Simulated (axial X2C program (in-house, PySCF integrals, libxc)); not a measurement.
## Bond lengths and stretching modes, held linear, of NAsN²⁺

Computed with an axial X2C code built on PySCF integrals: two-component X2C with atomic mean-field Coulomb and Gaunt terms, Gaussian nuclei, basis N dyall-av3z, As dyall-v3z with contracted cores. Spin-free rows use the one-electron spin-free X2C Hamiltonian.

Masses N 14.003, As 74.922, N 14.003 u. States: 2c Ω = 5/2 (beyond evenly filled blocks: ω = -1/2, 2 × ω = 3/2); spin-free M_S = 3/2, Λ = 1 (beyond evenly filled blocks: 2 × π+α, π+β, 2 × π-α).

PBE, spin-free: energies above the lowest point

| r(N–As) (Å) | r(As–N) (Å) | E (meV) |
| --- | --- | --- |
| 1.7979 | 1.7979 | 49.14 |
| 1.7979 | 1.8440 | 17.56 |
| 1.7979 | 1.8901 | 9.39 |
| 1.8440 | 1.7979 | 17.56 |
| 1.8440 | 1.8440 | 0.00 |
| 1.8440 | 1.8901 | 5.16 |
| 1.8440 | 1.9362 | 25.80 |
| 1.8901 | 1.7979 | 9.39 |
| 1.8901 | 1.8440 | 5.16 |
| 1.8901 | 1.8901 | 23.24 |
| 1.9362 | 1.8440 | 25.80 |
| 1.9362 | 1.9362 | 100.58 |

Problem. Fit a quadratic surface with cubic terms in each bond: where is the minimum, and what are the two stretching wavenumbers?

Solution. At PBE, spin-free: bonds 1.851 and 1.851 Å; harmonic stretches 327.4 and 558.3 cm⁻¹; force constants 1.61, 1.61 and coupling 0.96 mdyn/Å.

The other levels and Hamiltonians give:

```json
{"Hamiltonian": "2c", "level": "PBE0", "r(N–As) (Å)": "1.844", "r(As–N) (Å)": "1.844", "lower stretch (cm⁻¹)": "325.0", "upper stretch (cm⁻¹)": "517.6"}
{"Hamiltonian": "2c", "level": "HF", "r(N–As) (Å)": "1.966", "r(As–N) (Å)": "1.966", "lower stretch (cm⁻¹)": "49.1", "upper stretch (cm⁻¹)": "279.1"}
{"Hamiltonian": "2c", "level": "PBE", "r(N–As) (Å)": "1.852", "r(As–N) (Å)": "1.852", "lower stretch (cm⁻¹)": "337.6", "upper stretch (cm⁻¹)": "554.9"}
{"Hamiltonian": "2c", "level": "MP2", "r(N–As) (Å)": "1.862", "r(As–N) (Å)": "1.862", "lower stretch (cm⁻¹)": "479.4", "upper stretch (cm⁻¹)": "533.4"}
{"Hamiltonian": "spin-free", "level": "PBE0", "r(N–As) (Å)": "1.841", "r(As–N) (Å)": "1.841", "lower stretch (cm⁻¹)": "312.0", "upper stretch (cm⁻¹)": "520.0"}
```

Each state is one determinant, the lowest of a limited PBE0 search; the stretches come from a fit to these few points and carry an uncertainty of a few per cent. Other orders of the atoms were not compared. Left out for rough or failed fits: HF spin-free, MP2 spin-free. The levels spread by more than a fifth, so the stretches depend strongly on the method. MP2 freezes inner shells (threshold -2 hartree). A multiply charged ion may be only metastable. The molecule was held linear; bending was not examined, so a bent shape may lie lower. Note: functional without a current term on a determinant with orbital currents, of the molecule or an atom. Note: several unpaired electrons, one determinant need not be a pure state.
